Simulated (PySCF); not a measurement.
## Field gradients at the hydrogen positions

Compound: C4H8NO2S (charge +1).
Cartesian coordinates in Å at the GFN2-xTB level; atoms count from 1:
```
atom  x, y, z in Å
C1     3.236   -0.102   -0.592
N2     2.036    0.271   -0.036
C3     1.025    0.569    0.431
C4    -0.273    0.787    0.861
S5    -1.223   -0.478   -0.274
C6    -2.936   -0.267    0.217
O7    -0.702   -1.740    0.124
O8    -0.979    0.001   -1.590
H9     3.423    0.504   -1.481
H10    3.182   -1.156   -0.876
H11    4.043    0.045    0.129
H12   -0.627    1.792    0.645
H13   -0.423    0.508    1.901
H14   -3.030   -0.503    1.269
H15   -3.241    0.747   -0.008
H16   -3.518   -0.970   -0.373
```

Level: PBE0/pcSseg-1 (PySCF, non-relativistic); Q(2H) = 0.00286 b; rigid geometry, the same for H and D, with no vibrational averaging.

**Question.** Rank these positions by the coupling χzz of a deuteron there, largest first.
A. H11 (methyl hydrogen)
B. H15 (methyl hydrogen)
C. H13 (methylene hydrogen)

**Answer.** B (209 kHz), C (202 kHz), A (194 kHz).

**Question.** Tabulate Vzz, the asymmetry η and χzz = 234.96 MHz × Q × Vzz for every hydrogen position.

**Answer.** 
```tsv
atom	bonded to	bond length (Å)	Vzz (au)	η	χzz (kHz)
H9	C1	1.092	0.2880	0.09	194
H10	C1	1.093	0.2869	0.09	193
H11	C1	1.092	0.2887	0.09	194
H12	C4	1.087	0.3006	0.06	202
H13	C4	1.088	0.3001	0.06	202
H14	C6	1.082	0.3117	0.06	209
H15	C6	1.082	0.3115	0.06	209
H16	C6	1.086	0.3051	0.07	205
```

**Question.** How does χzz go with the bond length over the 8 C–H bonds?

**Answer.** A straight-line fit has a slope of -16.4 kHz for each 0.01 Å, with a correlation coefficient of -1.00, over lengths from 1.082 to 1.093 Å. The longer bonds have the smaller couplings here.

Geometry: GFN2-xTB, one conformer, isolated ion. GFN2-xTB bond lengths can be off by several hundredths of an ångström, more for odd bonds, and the gradients follow them. These gradients aren't converged with respect to the basis.

These values come from a run that also computed NMR shieldings. The run took 45 s on an Intel Xeon Platinum 8259CL at 2.50 GHz with one thread, no GPU, shared host, and the process peaked at 0.82 GiB of memory.
